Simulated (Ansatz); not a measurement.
Isolated molecules relaxed with PBE0-D4/def2-TZVP in Ansatz; ΔE leaves out vibrations. CBS: MP2 limit from def2 TZ/QZ plus the TZ coupled-cluster correction, frozen cores. This one scheme is used for every species. DFT in def2-TZVPP. For Se outer-core shells are correlated without core-valence functions, which leaves a few kJ/mol of doubt a bond. Scalar relativity is left out up to krypton. One conformer a species, not always the lowest.

Reaction (ligand exchange at the Al–O bond): `[OH][Al]([F])[F]` + `C[SeH]` → `C[Se][Al]([F])[F]` + H₂O

| level | ΔE (eV) |
| --- | --- |
| BHLYP | 0.30 |
| CCSD/CBS(def2) | 0.19 |

Question: What does CCSD(T)/CBS give? (Best estimate.)

Answer: Computed: +0.16 eV. The listed levels differ from it by 0.14, 0.03 eV.

Largest T1 diagnostic among the species: 0.013.

Leaving LDA and LC-ωPBE aside and taking each functional with its dispersion term where it has one, the values, not all of them listed here, spread over 0.18 eV, from PBE-D4 to CAM-B3LYP-D4. At CCSD(T), def2-SVP lies +0.10 eV from the extrapolated value and def2-TZVPP +0.07 eV. The D4 term adds −0.07 eV with B3LYP and −0.04 eV with PBE0; it sums over pairs of atoms, weighted by their polarisabilities, and B3LYP, whose exchange is more repulsive, gets the larger term.

B3LYP here is the variant with VWN-RPA as its local correlation; programs differ in this.
